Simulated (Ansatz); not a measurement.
Consider the cleavage of the B–Ge bond: `O[B](F)[GeH2][SiH3]` + CH₃SH → `CSB(O)F` + `[SiH3][GeH3]`.

Computed with Ansatz on PBE0-D4/def2-TZVP structures; ΔE is electronic, products minus reactants. CBS: MP2 limit from def2 TZ/QZ plus the TZ coupled-cluster correction, frozen cores. This one scheme is used for every species. Functionals use def2-TZVPP. B3LYP here is the variant with VWN-RPA as its local correlation; programs differ in this. For Ge outer-core shells are correlated without core-valence functions, which leaves a few kJ/mol of doubt a bond. Scalar relativity is left out up to krypton. One conformer a species, not always the lowest.

`O[B](F)[GeH2][SiH3]`:

```xyz
11

O    -2.524   -0.878   -0.856
B    -1.294   -0.429   -1.173
F    -0.784   -0.878   -2.313
Ge   -0.155    0.861   -0.001
Si    1.777   -0.225    0.866
H    -2.865   -0.526   -0.031
H     0.285    2.085   -0.824
H    -1.006    1.380    1.179
H     1.368   -1.381    1.708
H     2.621   -0.721   -0.252
H     2.576    0.713    1.698
```

CH₃SH:

Cartesian coordinates in Å:
```
C -0.368 0.320 -0.058
S 0.500 -1.243 -0.312
H -0.616 0.474 0.992
H -1.296 0.248 -0.626
H 0.207 1.163 -0.438
H 1.573 -0.961 0.442
```

`CSB(O)F`:

```xyz
9

C     0.340   -0.603   -1.337
S     1.381    0.132   -0.052
B     0.148    0.581    1.178
O    -1.172    0.342    0.991
F     0.570    1.168    2.301
H     1.006   -0.906   -2.144
H    -0.187   -1.475   -0.955
H    -0.377    0.124   -1.714
H    -1.709    0.637    1.732
```

`[SiH3][GeH3]`:

```xyz
8

Si    0.156   -1.062    0.538
Ge   -0.153    1.042   -0.528
H     0.571   -2.083   -0.460
H    -1.112   -1.503    1.177
H     1.209   -0.955    1.582
H     1.154    1.512   -1.186
H    -0.590    2.106    0.493
H    -1.235    0.944   -1.617
```

| level | ΔE (kJ/mol) | difference from CCSD(T)/CBS |
| --- | --- | --- |
| PBE-D4 | -68.0 | 0.0 |
| PBE0-D4 | -70.9 | -2.9 |
| B3LYP-D4 | -71.6 | -3.6 |
| ωB97M-V | -71.8 | -3.8 |
| PBE | -67.0 | 1.0 |
| PBE0 | -70.4 | -2.4 |
| B3LYP | -70.0 | -2.0 |
| HF/def2-TZVPP | -78.4 | -10.4 |
| MP2/def2-TZVPP | -73.4 | -5.4 |
| CCSD/def2-TZVPP | -69.4 | -1.4 |
| CCSD(T)/def2-TZVPP | -69.4 | -1.4 |
| HF/def2-QZVPP | -78.6 | -10.6 |
| MP2/def2-QZVPP | -72.6 | -4.6 |
| SCS-MP2/def2-QZVPP | -71.9 | -3.9 |
| MP2/CBS(def2) | -71.9 | -3.9 |
| CCSD/CBS(def2) | -68.0 | 0.0 |
| CCSD(T)/CBS | -68.0 | 0 |

Largest T1 diagnostic among the species: 0.013.

From PBE to PBE0 (25 % exact exchange), in def2-TZVPP and without D4, ΔE moves by −3.4 kJ/mol. In def2-TZVPP, CCSD(T) changes the Hartree–Fock value by +9.0 kJ/mol (the triples alone add −0.0 kJ/mol) and MP2 by +5.0 kJ/mol.
